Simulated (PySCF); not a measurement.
How methods differ on the ionisation energy of Mo²⁺

Mo²⁺ [Kr] 4d4 [4d3/2^4, M_J = 0] → Mo³⁺ [Kr] 4d3 [4d3/2^3, M_J = 3/2], as a difference of total energies. Computed with PySCF 2.14 in x2c-TZVPall-2c (8s9p7d1f, 77 functions), with the two-component X2C-1e Hamiltonian. Correlated levels: [Ar] 3d10 frozen; the 6 highest virtual spinors dropped. "Screened" scales the spin-orbit matrix elements by Boettger's factors to mimic the two-electron term; Breit and QED terms are absent.

```json
{"method": "GHF (spin-free)", "ionisation energy (eV)": "26.173"}
{"method": "GMP2 (spin-free)", "ionisation energy (eV)": "26.851"}
{"method": "GHF (screened spin-orbit)", "ionisation energy (eV)": "26.103"}
{"method": "GMP2 (screened spin-orbit)", "ionisation energy (eV)": "26.780"}
```

How much does correlation contribute at GMP2 (screened spin-orbit)?

26.780 − (26.103) = 0.677 eV, measured against GHF (screened spin-orbit).

The spin-free rows relax to the high-spin LS determinant and lack the spin-orbit shift.

Errors of the correlated levels include the incompleteness of this basis and the frozen core.

The labels give the starting determinants; with spin-orbit coupling the two ends relaxed to ⟨J²⟩ = 3.77, ⟨L²⟩ = 5.99, ⟨S²⟩ = 5.99 and ⟨J²⟩ = 6.41, ⟨L²⟩ = 11.98, ⟨S²⟩ = 3.74.

The determinant of Mo²⁺ and of Mo³⁺ mixes levels of different J (the jj label is only the starting occupation), so the difference between spin-free and spin-orbit rows is not the physical spin-orbit shift.

For comparison: 27.13 ± 0.12 eV (semi-empirical (NIST evaluation); NIST Atomic Spectra Database, ionization energies).
